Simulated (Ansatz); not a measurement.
`N#[C][SnH2][F]` + CH₃NH₂ → `C[NH][SnH2][F]` + `C#N` at 600 K and 1 bar (ligand exchange at the Sn–C bond).

Computed with Ansatz on PBE0-D4/def2-TZVP structures; ΔE is electronic, products minus reactants. CCSD(T)/CBS adds triple-zeta CCSD(T) − MP2 to the extrapolated MP2 energy (def2 sets, frozen cores). This one scheme is used for every species. def2 core potentials past Kr. For Sn outer-core shells are correlated without core-valence functions, which leaves a few kJ/mol of doubt a bond. Each species was taken in one conformer, which may not be the lowest.

```json
{"species": "`N#[C][SnH2][F]`", "CCSD(T)/CBS energy (Eh)": "-407.77206", "H − E (kJ/mol)": "108.2", "S (J/(mol·K))": "391.5"}
{"species": "CH₃NH₂", "CCSD(T)/CBS energy (Eh)": "-95.75281", "H − E (kJ/mol)": "199.3", "S (J/(mol·K))": "283.8"}
{"species": "`C[NH][SnH2][F]`", "CCSD(T)/CBS energy (Eh)": "-410.19979", "H − E (kJ/mol)": "241.2", "S (J/(mol·K))": "434.6"}
{"species": "`C#N`", "CCSD(T)/CBS energy (Eh)": "-93.32098", "H − E (kJ/mol)": "64.3", "S (J/(mol·K))": "228.4"}
```

H − E and S are ideal-gas, rigid-rotor, harmonic terms from PBE0-D4/def2-TZVP, for one conformer and one mirror image of each species. 1 Eh = 2625.50 kJ/mol, R = 8.31446 J/(mol·K).

**Question.** By hand: ΔE, ΔH, ΔS and ΔG.

**Answer.** ΔE = (-410.19979) + (-93.32098) − (-407.77206) − (-95.75281) = 0.00410 Eh = 10.8 kJ/mol. Δ(H − E) = 241.2 + 64.3 − 108.2 − 199.3 = -2.0, so ΔH = 8.8 kJ/mol. ΔS = 434.6 + 228.4 − 391.5 − 283.8 = -12.3 J/(mol·K). ΔG = 8.8 − 600 × (-12.3)/1000 = 16.2 kJ/mol.

**Question.** By hand: the equilibrium constant, and the temperature at which ΔG would vanish if ΔH and ΔS stayed fixed.

**Answer.** log₁₀ K = −ΔG/(RT ln 10) = -1.4. ΔH and −TΔS have one sign here, so there is no such temperature.

TΔS isn't small against ΔH here. A doubt of 5 kJ/mol in ΔE shifts log₁₀ K by 0.4 here. Other conformers and mirror images would add mixing entropy, several J/(mol·K) or more a flexible species. These are equilibria of isolated gas molecules and say nothing of rates. Largest T1 diagnostic: 0.014 (customary marks: 0.02 for closed shells, 0.045 for open ones).

ΔS is within the doubt of such terms, so its sign, and with it that verdict, could turn.
